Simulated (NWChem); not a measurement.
Species: InSi₂H₆F; SMILES [F][In]([SiH3])[SiH3]

```xyz
10

In     0.1343    -0.0001    -0.0017
F      2.1165     0.0013     0.0024
Si    -0.7247    -2.4392     0.0011
H     -0.0957    -3.2025    -1.1197
H     -2.2110    -2.4960    -0.1536
H     -0.3571    -3.0928     1.2952
Si    -0.7255     2.4387     0.0015
H     -2.2199     2.4929     0.0159
H     -0.2344     3.1453    -1.2214
H     -0.2099     3.1524     1.2099
```
Atoms are numbered in this order, from 1.

Computed with NWChem. All runs use the structure optimised with PBE0/def2-SVP. Not confirmed as a minimum by frequencies. def2 effective core potentials on In; no spin-orbit coupling.

For level BLYP/def2-SVP:

```yaml
highest occupied level (eV): -6.02
```

Task: Estimate the same quantities for level PBE/def2-SVP.

Result: highest occupied level (eV): -6.22
